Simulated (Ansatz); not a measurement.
```yaml
crystal:
  periodic: [false, false, false]
  atoms:
    - {symbol: B, position_ang: [-1.741186, 0.365837, 0.219902]}
    - {symbol: C, position_ang: [-0.210947, -0.081342, 0.301662]}
    - {symbol: B, position_ang: [0.533059, -0.188888, 1.785607]}
    - {symbol: C, position_ang: [0.460668, -0.148372, -0.643886]}
    - {symbol: C, position_ang: [1.017113, -0.191376, -2.053786]}
    - {symbol: H, position_ang: [-2.110432, 0.310181, 1.248225]}
    - {symbol: H, position_ang: [-2.185501, 0.548318, -0.747025]}
    - {symbol: H, position_ang: [1.828572, -0.306790, 1.765635]}
    - {symbol: H, position_ang: [-0.158927, -0.000071, 2.904538]}
    - {symbol: H, position_ang: [1.160890, -1.025372, -2.185352]}
    - {symbol: H, position_ang: [1.550414, 0.516530, -2.534157]}
basis:
  gaussian: {orbitals: pcseg-2}
hamiltonian: {xc: {name: r2SCANh}}
accuracy: high
relax: {f_tol: 0.0001, max_steps: 2}
```

```sh
$ ansatz run in.yaml --threads 2 --pin off --events-out ev --progress --plain --max-ram 4352MiB
```

It prints (some lines left out):

```
Functional definition: r2SCANh
4581 factors; integrals over basis functions are off by at most 1.6e-9 eV
mean field evaluation 1: about -4543.1568 eV, gradient 6.2e1 eV
mean field evaluation 2: about -4520.8770 eV, gradient 8.7e1 eV
mean field evaluation 4: about -4551.9057 eV, gradient 1.1e1 eV
mean field evaluation 8: about -4552.2805 eV, gradient 2.0e-1 eV
mean field evaluation 16: about -4552.3300 eV, gradient 3.4e-5 eV
mean field -4552.33002997 eV, -167.2950429214 hartree, gradient 6.8e-8 eV, S^2 0.000000; 0 other end points of the search recorded, 0 dependent functions left out
reference -4552.33003112 eV, -167.2950429635 hartree; 17, 17 occupied and 217, 217 virtual orbitals, 4581 factors
relax step   1: F+E_penalty+E_count = -4552.33002997 eV  Δ(F+E_penalty+E_count) = +0.000e0 eV  max|allowed force component| = 1.777e1 eV/Å  Δτ_max = 0.0000 Å  (32 SCF iters, accepted)
4590 factors; integrals over basis functions are off by at most 2.4e-9 eV
mean field -4556.31282501 eV, -167.4414079393 hartree, gradient 1.8e-8 eV, S^2 0.000000; 0 other end points of the search recorded, 0 dependent functions left out
reference -4556.31282618 eV, -167.4414079822 hartree; 17, 17 occupied and 217, 217 virtual orbitals, 4590 factors
relax step   2: F+E_penalty+E_count = -4556.31282501 eV  Δ(F+E_penalty+E_count) = -3.983e0 eV  max|allowed force component| = 5.500e0 eV/Å  Δτ_max = 0.1948 Å  (46 SCF iters, accepted)
Error: geometry relaxation did not converge after 2 steps: max|allowed force component| = 5.50e0 eV/Å (threshold 1.0e-4). Raise `relax.max_steps` over both its present limit and 2, loosen `relax.f_tol`, or start from a geometry closer to equilibrium. Where this run's directory can be resumed (`checkpoint.write`), a resume goes on for up to `relax.max_steps` more
```

(1) Something in this input is off. What?

Results:

(1) The relaxation is allowed too few steps for its threshold. The calculation stopped without meeting its thresholds.
